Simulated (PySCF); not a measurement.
Al₂FH₂O, BFH₅Si₂, B₂H₅NSi, Al₂BH₃N and others (calculated)

All values are calculated (PySCF 2.14.0). Calculation on a computer-drawn molecule: optimised geometry and harmonic frequencies of an isolated molecule of the commonest isotopes, restricted reference for singlets and unrestricted otherwise, frozen core in MP2.

(1) Al₂FH₂O

Start structure:
```xyz
6
Al2FH2O
F     -3.2875    -1.6680     3.7799
Al    -2.3567    -1.3174     2.5225
O     -1.4301    -0.9687     1.2706
Al    -0.4003    -0.5808    -0.1247
H      0.3399    -1.8245    -0.6950
H     -0.4391     0.9271    -0.5051
```

Settings of this run: charge 1, multiplicity 1, method MP2 and basis cc-pV(D+d)Z.

The calculation gives: rotational constants 120.3, 1.477, 1.459 GHz; total energy -659.6811 hartree; convergence status largest gradient component 1.424e-05 hartree/bohr.

Drawn bonds:
```csv
atom,other atom,order
1,2,1
2,3,1
3,4,1
4,5,1
4,6,1
```

Optimised structure:
```xyz
6
Al2FH2O
F     -3.3151    -1.6786     3.8181
Al    -2.3686    -1.3219     2.5382
O     -1.4265    -0.9670     1.2644
Al    -0.3789    -0.5727    -0.1537
H      0.3499    -1.8318    -0.7049
H     -0.4346     0.9397    -0.5138
```

Modes:
```csv
frequency (cm⁻¹),reduced mass (dalton)
71.27,5.697
84.77,9.918
187.7,13.17
204.9,15.88
412.9,12.6
542.1,1.223
623.7,1.164
767.9,1.074
841,16.33
1192,18.89
2057,1.017
2094,1.07
```

(2) BFH₅Si₂

Start structure:
```xyz
9
BFH5Si2
B     -3.4225     0.4790    -1.7850
Si    -3.5284    -0.7196    -0.3927
F     -3.7999    -2.3196    -0.8495
Si    -1.3377    -0.7076     0.3535
H     -3.1098     1.6099    -2.0381
H     -4.4163    -0.7910     0.8248
H     -1.0469    -1.8426     1.3545
H     -0.3280    -0.7957    -0.7036
H     -1.1704     0.5829     1.1147
```

It was run with charge 0, multiplicity 2, method HF and basis cc-pV(D+d)Z.

It finds rotational constants 5.761, 2.843, 2.115 GHz; total energy -704.8798 hartree; spin squared 0.7592; convergence status largest gradient component 2.779e-05 hartree/bohr.

Drawn bonds:
```csv
atom,other atom,order
1,2,1
2,3,1
2,4,1
1,5,1
2,6,1
4,7,1
4,8,1
4,9,1
```

Optimised structure:
```xyz
9
BFH5Si2
B     -3.6304     0.5211    -1.8982
Si    -3.4080    -0.7990    -0.4124
F     -3.7073    -2.3116    -0.9353
Si    -1.2191    -0.7849     0.4887
H     -3.5181     1.6991    -2.0439
H     -4.4135    -0.5159     0.6377
H     -1.0565    -1.8847     1.4672
H     -0.2167    -0.9423    -0.5920
H     -0.9904     0.5139     1.1669
```

Modes:
```csv
frequency (cm⁻¹),reduced mass (dalton)
92.39,1.111
132.4,3.811
188.7,5.282
260.1,4.346
333.7,1.147
427.5,3.946
506.6,1.168
524.9,1.36
569.7,1.332
667.9,2.958
769.3,1.423
854.8,2.173
896.9,1.925
979.6,1.143
1020,1.036
1023,1.04
2300,1.038
2307,1.042
2308,1.041
2316,1.039
2789,1.097
```

(3) B₂H₅NSi

Start structure:
```xyz
9
B2H5NSi
B     -1.1039     1.0019    -2.9594
Si     0.6995     1.3263    -2.4673
B      2.4979     1.5003    -1.8952
N      2.9442     1.0236    -0.6706
H     -1.4801     1.4517    -3.9473
H     -1.8463     0.3657    -2.3186
H      3.2539     2.1661    -2.5342
H      2.4513     0.5112    -0.0700
H      3.9314     1.1782    -0.3884
```

Here we set charge 0, multiplicity 1, method HF and basis cc-pV(D+d)Z.

The calculation gives: rotational constants 11, 3.291, 2.842 GHz; total energy -395.6207 hartree; convergence status largest gradient component 2.043e-05 hartree/bohr.

Drawn bonds:
```csv
atom,other atom,order
1,2,1
2,3,1
3,4,1
1,5,1
1,6,1
3,7,1
4,8,1
4,9,1
```

Optimised structure:
```xyz
9
B2H5NSi
B     -0.5977     1.0602    -2.7749
Si     0.2077     2.5079    -1.6881
B      2.0934     1.7263    -1.8067
N      2.7144     0.8579    -0.9120
H     -0.6634     1.1002    -3.9757
H     -1.0933     0.1058    -2.2292
H      2.7485     2.1300    -2.7385
H      2.2733     0.4674    -0.1062
H      3.6651     0.5694    -1.0196
```

Modes:
```csv
frequency (cm⁻¹),reduced mass (dalton)
83.37,3.149
168.5,1.909
216.2,2.416
395.9,1.207
463.9,1.503
520.7,1.237
536.2,2.866
567.3,1.483
648.1,4.41
915.1,1.219
921.4,1.088
965.5,1.284
1202,1.474
1224,1.171
1370,3.867
1758,1.19
2630,1.085
2639,1.061
2714,1.12
3810,1.051
3909,1.099
```

(4) Al₂BH₃N

Start structure:
```xyz
7
Al2BH3N
Al     0.4011     3.6596     0.4132
N      0.5749     1.9956     0.3398
B      0.7087     0.7221     0.2832
Al     0.9361    -1.4469     0.1873
H      0.2417     5.1869     0.4798
H     -0.1936    -2.1977    -0.5868
H      2.2038    -2.0122     0.9032
```

Here we set charge 1, multiplicity 1, method MP2 and basis cc-pV(D+d)Z.

The calculation gives: rotational constants 124.7, 1.224, 1.212 GHz; total energy -564.8451 hartree; convergence status largest gradient component 2.571e-05 hartree/bohr.

Drawn bonds:
```csv
atom,other atom,order
1,2,2
2,3,1
3,4,1
1,5,1
4,6,1
4,7,1
```

Optimised structure:
```xyz
7
Al2BH3N
Al     0.3984     3.6858     0.4140
N      0.5755     1.9932     0.3396
B      0.7114     0.6992     0.2824
Al     0.9375    -1.4602     0.1867
H      0.2380     5.2181     0.4814
H     -0.1956    -2.2071    -0.5889
H      2.2075    -2.0216     0.9045
```

Modes:
```csv
frequency (cm⁻¹),reduced mass (dalton)
66.09,4.908
73,5.617
227,3.001
249.3,6.499
340.4,11.08
431.3,1.179
431.8,1.181
516.6,1.497
600.7,1.207
764.9,1.078
843.7,10.5
1817,11.78
2031,1.021
2060,1.066
2132,1.053
```

(5) CH₆B₃

Start structure:
```xyz
10
CH6B3
B     -1.2777     0.3496    -0.6086
B     -1.1556    -0.3867    -1.8834
C      0.2957    -0.2510    -0.9169
B      0.6502    -0.3665    -2.5400
H     -1.5282     0.8544     0.4438
H     -1.4731    -1.1133    -2.6501
H      0.8081     0.6733    -0.6112
H      0.6039    -1.0844    -0.3793
H      0.7994     0.6815    -3.0699
H      1.0735    -1.3075    -2.9971
```

Settings of this run: charge 0, multiplicity 2, method HF and basis cc-pVDZ.

The calculation gives: rotational constants 20.9, 4.093, 4.029 GHz; total energy -115.3237 hartree; spin squared 0.7579; convergence status largest gradient component 1.371e-05 hartree/bohr.

Drawn bonds:
```csv
atom,other atom,order
1,2,1
2,3,1
3,4,1
1,5,1
2,6,1
3,7,1
3,8,1
4,9,1
4,10,1
```

Optimised structure:
```xyz
10
CH6B3
B     -1.9652    -0.2464    -0.2103
B     -0.9405     0.3138    -1.3194
C      0.6366     0.0492    -1.3420
B      0.9750    -0.7955    -2.6197
H     -2.7352    -0.6180     0.6076
H     -1.4345     0.9723    -2.2024
H      1.0886     1.0447    -1.4484
H      0.9939    -0.4160    -0.4213
H      0.9927    -0.2766    -3.7044
H      1.1850    -1.9781    -2.5524
```

Modes:
```csv
frequency (cm⁻¹),reduced mass (dalton)
66.77,2.48
171,1.144
227.9,2.184
276.8,2.044
360.5,1.248
721.2,1.334
731.6,1.277
744.8,1.434
833.2,1.745
963,1.533
967,1.529
1033,2.357
1073,1.845
1163,1.424
1177,1.641
1307,1.567
1333,1.308
1548,1.125
2643,1.082
2658,1.059
2722,1.127
2869,1.108
3149,1.063
3229,1.098
```

(6) CH₄AlBN

Start structure:
```xyz
8
CH4AlBN
B     -0.2550     1.4361     1.0959
N     -0.1328     0.6566     0.0322
Al     0.0808    -0.3392    -1.4052
C      1.3669    -1.7276    -1.6546
H     -0.3218     2.0885     1.9873
H     -0.8858     0.0133    -2.5295
H      2.0706    -2.0057    -0.9379
H      1.3718    -2.3934    -2.5800
```

Settings of this run: charge 0, multiplicity 2, method HF and basis cc-pV(D+d)Z.

The calculation gives: rotational constants 20.55, 3.179, 2.753 GHz; total energy -361.2728 hartree; spin squared 0.7582; convergence status largest gradient component 3.285e-05 hartree/bohr.

Drawn bonds:
```csv
atom,other atom,order
1,2,2
2,3,1
3,4,1
1,5,1
3,6,1
4,7,1
4,8,1
```

Optimised structure:
```xyz
8
CH4AlBN
B     -0.1794     1.3618     1.0479
N     -0.0944     0.6678     0.0161
Al     0.0087    -0.3034    -1.4665
C      1.3242    -1.7053    -1.6175
H     -0.2584     2.0141     2.0197
H     -0.9842    -0.0089    -2.6562
H      2.0373    -1.9638    -0.8348
H      1.4407    -2.3338    -2.5005
```

Modes:
```csv
frequency (cm⁻¹),reduced mass (dalton)
115.4,3.077
148.9,2.591
230.4,1.17
253.7,3.548
505.1,1.231
604.6,1.919
647.9,1.366
664.4,2.145
736.1,2.491
809.4,1.795
828.1,1.353
835.3,1.357
1483,1.126
1949,5.008
2000,1.051
2977,1.193
3235,1.056
3317,1.109
```

(7) CH₄Al₂B

Start structure:
```xyz
8
CH4Al2B
B     -1.4000    -0.2935    -2.1337
C     -1.1196     0.5557    -1.1403
Al     0.7248     0.6508    -0.3087
Al     2.7499     1.4889     1.0095
H     -1.4206    -1.1870    -2.9396
H     -1.7626     1.2772    -0.5522
H      2.0056    -0.2378    -0.9126
H      3.8978     2.1853     1.9698
```

Here we set charge 0, multiplicity 2, method HF and basis cc-pV(D+d)Z.

It finds rotational constants 19.97, 1.723, 1.603 GHz; total energy -548.6387 hartree; spin squared 0.7791; convergence status largest gradient component 1.421e-05 hartree/bohr.

Drawn bonds:
```csv
atom,other atom,order
1,2,2
2,3,1
3,4,1
1,5,1
2,6,1
3,7,1
4,8,1
```

Optimised structure:
```xyz
8
CH4Al2B
B     -1.1963    -0.2685    -1.8159
C     -0.8120     0.6704    -0.8951
Al     1.1059     0.4429    -0.6954
Al     2.5862     2.0840     0.6993
H     -1.4034    -1.1094    -2.6117
H     -1.3549     1.4194    -0.3378
H      1.7676    -0.6995    -1.5870
H      2.9823     1.9002     2.2358
```

Modes:
```csv
frequency (cm⁻¹),reduced mass (dalton)
86.41,3.454
100.9,4.315
163.2,1.189
177.9,3.377
330.5,5.621
378.7,1.216
506,1.314
581.1,1.166
604.8,1.184
659.2,3.802
783.9,1.239
837.1,1.171
925.9,1.505
1556,5.051
1907,1.044
1928,1.042
2937,1.134
3395,1.098
```

(8) CH₅AlBO

Start structure:
```xyz
9
CH5AlBO
C     -0.4532     0.0425    -0.3422
B      1.0109    -0.1338    -0.8833
Al     1.8929     1.6147    -1.4945
O      2.6376     2.9941    -1.8367
H     -1.2482    -0.0328    -1.0580
H     -0.6534    -0.9236     0.3456
H     -0.6110     0.8421     0.3691
H      1.2839    -1.0310    -1.6753
H      3.0816     3.8816    -1.9794
```

Settings of this run: charge 0, multiplicity 2, method HF and basis cc-pV(D+d)Z.

The calculation gives: rotational constants 17.91, 2.33, 2.246 GHz; total energy -382.2557 hartree; spin squared 0.8029; convergence status largest gradient component 4.181e-05 hartree/bohr.

Drawn bonds:
```csv
atom,other atom,order
1,2,1
2,3,1
3,4,1
1,5,1
1,6,1
1,7,1
2,8,1
4,9,1
```

Optimised structure:
```xyz
9
CH5AlBO
C     -0.4135     0.0490    -0.2798
B      0.8352     0.1602    -1.2457
Al     1.4423     1.9336    -2.3412
O      2.6588     3.0250    -1.8807
H     -1.1918    -0.5349    -0.7900
H     -0.1451    -0.5334     0.6099
H     -0.8591     0.9920     0.0424
H      1.3850    -0.8758    -1.5393
H      3.2293     3.0380    -1.1303
```

Modes:
```csv
frequency (cm⁻¹),reduced mass (dalton)
58.82,1.142
74.55,2.727
159.6,3.302
197.1,3.007
357.8,1.289
452.6,4.214
535.5,1.226
667.8,1.158
809.5,1.576
832.2,1.335
873.3,4.379
1036,3.202
1155,1.427
1422,1.267
1547,1.065
1565,1.057
2629,1.089
3141,1.042
3198,1.093
3243,1.1
4216,1.068
```
